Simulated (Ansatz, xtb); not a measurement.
**Relaxing a trial structure of AlF2NSi**

The starting geometry of this gas-phase triplet was built from a drawn formula by distance geometry and a force field; its bonds are those of `F[Si](F)=[N][Al]`.

```yaml
atoms:
  - { symbol: Al, position_ang: [-0.8309, -3.6945, -0.5766] }
  - { symbol: F, position_ang: [-0.7408, 0.1501, 1.9225] }
  - { symbol: F, position_ang: [1.2580, -1.8859, 1.4348] }
  - { symbol: N, position_ang: [-1.3469, -2.1049, 0.2513] }
  - { symbol: Si, position_ang: [-0.2708, -1.2908, 1.1764] }
```

Question: Predict what it relaxes into with r2SCAN-D4/def2-SVP.

Answer: It keeps its bonds, and is `F[Si](F)=[N][Al]`.

The energy falls by 1.47 eV over 14 steps:

```tsv
step	E − E(last) (eV)
1	1.470
2	0.757
4	0.055
5	0.036
7	0.015
8	0.014
10	0.003
11	0.000
13	0.000
14	0.000
```

Final geometry (Å):

```xyz
5

Al   -1.2061   -3.6428   -0.6765
F    -0.8093   -0.1126    1.9197
F     1.2395   -1.6543    1.7048
N    -1.1128   -2.3266    0.3952
Si   -0.0427   -1.0897    0.8653
```

From the same start GFN2-xTB ends elsewhere, differing in Al1–F3 (1.68 against 3.95 Å here), F3–Si5 (4.62 against 1.63 Å here).

No frequencies were run, so the end isn't proven a minimum. Open shells are spin-unrestricted. The triplet needn't be the ground state. Run with Ansatz 0.2.0, 5.6 min on 1 thread of AMD EPYC (Zen 3) (shared host).
